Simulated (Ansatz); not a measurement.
Start from `[CH3][SnH2][CH2][AlH2]` and change one atom or group to get `[CH3][SnH2][CH2][SiH3]`.

Ansatz, PBE0-D4/def2-TZVP geometries, multiplicity 1. Each molecule was computed in one conformer, which needn't be the lowest.

Elements past krypton have def2 core potentials.

| property | `[CH3][SnH2][CH2][AlH2]` |
| --- | --- |
| LUMO energy (B3LYP/def2-TZVPP) / eV | -1.36 |
| size of the dipole moment (PBE/def2-TZVPP) / D | 1.78 |
| LUMO energy (PBE/def2-TZVPP) / eV | -1.92 |
| HOMO energy (PBE0/def2-TZVPP) / eV | -7.58 |
| size of the dipole moment (B3LYP/def2-TZVPP) / D | 1.70 |
| HOMO–LUMO gap (B3LYP/def2-TZVPP) / eV | 6.00 |

Task: Give the same properties after the change, and the shifts. (An estimate is asked.)

Result: The calculation gave: 
| property | `[CH3][SnH2][CH2][SiH3]` | shift |
| --- | --- | --- |
| LUMO energy (B3LYP/def2-TZVPP) / eV | -0.05 | 1.31 |
| size of the dipole moment (PBE/def2-TZVPP) / D | 0.83 | -0.95 |
| LUMO energy (PBE/def2-TZVPP) / eV | -0.57 | 1.35 |
| HOMO energy (PBE0/def2-TZVPP) / eV | -8.01 | -0.43 |
| size of the dipole moment (B3LYP/def2-TZVPP) / D | 0.80 | -0.90 |
| HOMO–LUMO gap (B3LYP/def2-TZVPP) / eV | 7.75 | 1.75 |

With PBE0 the HOMO falls by 0.43 eV and the LUMO rises by 1.34 eV, so the gap widens by about 1.77 eV. PBE moves the HOMO by -0.43 eV and ωB97M-V by -0.43 eV. Dipoles are sizes alone; their direction can turn.

B3LYP here is the variant with VWN-RPA as its local correlation; programs differ in this.
